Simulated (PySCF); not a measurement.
C₄H₅BCl₂.
Atom-mapped SMILES: `[CH3:1][C:2]1=[CH:3][C@H:4]1[B:5]([Cl:6])[Cl:7]` (hydrogens: H8, H9, H10 on C1; H11 on C3; H12 on C4)

Computed, not measured: PBE0-D3(BJ)/def2-SVP geometry optimisation, gas phase (PySCF).

(1) What internal coordinates does the optimisation give?

Results:

(1) 
```csv
bond,length (Å),order
C1–C2,1.466,single
C2=C3,1.286,double
C3–C4,1.527,single
C4–B5,1.541,single
"B5–Cl6, B5–Cl7",1.758,single
C2–C4,1.533,single
"C1–H8, C1–H9, C1–H10",1.101,single
C3–H11,1.086,single
C4–H12,1.103,single
```

Bonds in one row agree within 0.01 Å and their mean is given. Orders are formal, as drawn. A selection of angles:
```csv
angle,degrees
C2–C1–H8,111.4
C2–C1–H10,109.8
H8–C1–H9,108.9
H9–C1–H10,107.1
C1–C2–C3,155.1
C1–C2–C4,140.0
C3–C2–C4,64.9
C2–C3–C4,65.4
C2–C3–H11,152.8
C4–C3–H11,141.8
C3–C4–B5,120.8
C3–C4–H12,117.6
B5–C4–H12,115.9
C2–C4–C3,49.7
C2–C4–B5,119.5
C2–C4–H12,117.3
C4–B5–Cl6,121.1
Cl6–B5–Cl7,118.1
```

Torsions: C1–C2–C3–C4 177° (antiperiplanar); C2–C3–C4–B5 -104° (anticlinal); C3–C4–B5–Cl6 -153° (antiperiplanar); C1–C2–C4–C3 -178° (antiperiplanar).

B5 (three-coordinate boron) is planar (angles 121.1°, 120.8° and 118.1°, sum 360.0°, 0.01 Å off the plane of its three neighbours). The C–C distances run from 1.286 Å (C2=C3, drawn double) to 1.533 Å (C2–C4, drawn single), a spread of 0.247 Å. The 3-membered ring C2–C3–C4 has internal angles of 49.7° to 65.4°.

Point group: C1 (no symmetry element, even within 0.4 Å). PBE0-D3(BJ)/def2-SVP frequencies: not computed here. The numbers are those of one conformer.

Time: 2.4 min of wall time; peak memory 0.51 GiB. Hardware: Arm Neoverse N1, one thread, shared host with 64 logical CPUs at a one-minute load of 61. These figures are those of the optimisation.
